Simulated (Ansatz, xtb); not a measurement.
# Two isomers of C4H2ClN3

Structure I is `N#Cc1c[nH]nc1Cl`, a singlet and structure II is `N#Cc1[nH]ncc1Cl`, a singlet. Both are isolated molecules in the gas phase, relaxed with B3LYP/def2-SVP.

I (Å):

```xyz
10

C    -1.8750    0.1400   -0.4137
C    -0.6149    0.0377    0.2342
C     0.6531    0.1168   -0.3373
C    -0.3461   -0.1712    1.6246
Cl   -1.5173   -0.3509    2.8667
N    -2.9038    0.2228   -0.9458
N     1.5298   -0.0387    0.6770
N     0.9479   -0.2148    1.8757
H     0.9603    0.2694   -1.3695
H     2.5420   -0.0350    0.6202
```

II (Å):

```xyz
10

C    -1.8867   -0.3174   -0.2995
C    -0.5851   -0.0603    0.2018
C     1.3383    0.1044    1.3170
C     0.0489   -0.4706    1.3771
Cl   -0.6110   -1.4592    2.6144
N    -2.9493   -0.5192   -0.7232
N     0.3418    0.7065   -0.4553
N     1.4915    0.8114    0.1996
H     0.2198    1.1698   -1.3494
H     2.1425    0.0222    2.0459
```

Quicker runs give these differences E(II) − E(I): GFN2-xTB +4.4 kJ/mol; HF/STO-3G +12.7 kJ/mol (at GFN2-xTB geometries); r2SCAN-D4/def2-SVP +13.7 kJ/mol (at GFN2-xTB geometries).

Q: Estimate E(II) − E(I) at the level CCSD(T)/def2-SVP + ΔMP2/def2-TZVPP.

A: Calculated at CCSD(T)/def2-SVP + ΔMP2/def2-TZVPP: E(II) − E(I) = +15.5 kJ/mol, so structure I lies lower.

The same difference at several levels:

```tsv
level	geometry	E(II) − E(I) (kJ/mol)	departure from the last row (kJ/mol)	job, with rough time for the two
GFN2-xTB	GFN2-xTB	+4.4	−11.1	optimisation, 0.17 s
HF/STO-3G	GFN2-xTB	+12.7	−2.8	single point, 0.62 s
r2SCAN-D4/def2-SVP	GFN2-xTB	+13.7	−1.9	single point, 7.5 s
B3LYP/def2-SVP	B3LYP/def2-SVP	+14.2	−1.3	optimisation, 51 s
HF/def2-SVP	B3LYP/def2-SVP	+25.7	+10.2	part of the CCSD(T) run
MP2/def2-SVP	B3LYP/def2-SVP	+12.9	−2.6	part of the CCSD(T) run
CCSD(T)/def2-SVP	B3LYP/def2-SVP	+17.8	+2.2	single point
CCSD(T)/def2-SVP + ΔMP2/def2-TZVPP	B3LYP/def2-SVP	+15.5		single point, 1.9 min
```

As drawn, both hold the same kinds of bond in the same numbers.

None of the levels shown reverses the order. The largest departure from CCSD(T)/def2-SVP + ΔMP2/def2-TZVPP is that of GFN2-xTB, 11.1 kJ/mol. The last row adds to CCSD(T) the change of the MP2 difference between the two basis sets, here −2.2 kJ/mol.

With thermal terms from frequencies at re-optimised GFN2-xTB minima (ideal gas, soft modes damped towards free rotors, one conformer each, 298.15 K, 1 atm): the zero-point term adds +0.1 kJ/mol; ΔH is +15.7 and ΔG +15.5 kJ/mol.

The correlated steps freeze 12 core orbitals. Run with Ansatz 0.2.0, xtb 6.7.1; the last row on 2 threads of Arm Neoverse V1 on a shared host.
